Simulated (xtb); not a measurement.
Diatomic MgP+, multiplicity 3 (lowest of 2S+1 = 1, 3, 5 at CCSD(T)/def2-TZVPP on PBE0 minima; our sources give no spin for the ground state, which may be another). The T1 diagnostic near the minimum is 0.057, so single-reference values are doubtful.

Seven points along R, fitted to fifth degree in 1/R; most abundant isotopes. In def2 and cc sets the state is the lowest found near the PBE0 minimum, followed along R.

The values were computed with xtb for the GFN methods. Values without a source in brackets are computed. The GFN methods have no spin term and hold the electronic entropy of 300 K.

Energies at GFN2-xTB:

| R (Å) | E (hartree) |
|---|---|
| 2.273631 | -2.53643287 |
| 2.334750 | -2.53726348 |
| 2.390980 | -2.53697996 |
| 2.454543 | -2.53578359 |
| 2.518107 | -2.53391267 |
| 2.591450 | -2.53115981 |
| 2.677017 | -2.52739512 |

Problem. With a reduced mass of 13.5175 u, find the minimum, the force constant and the constants.

Solution. A fifth-degree polynomial in 1/R puts the minimum at r_e = 2.3443 Å with force constant 129 N/m. Then ω_e = (1/2πc)√(k/μ) = 403 cm⁻¹ and B_e = h/(8π²cμr_e²) = 0.2269 cm⁻¹; the cubic and quartic terms give α_e = 0.0025 and ω_e x_e = 2.8 cm⁻¹.
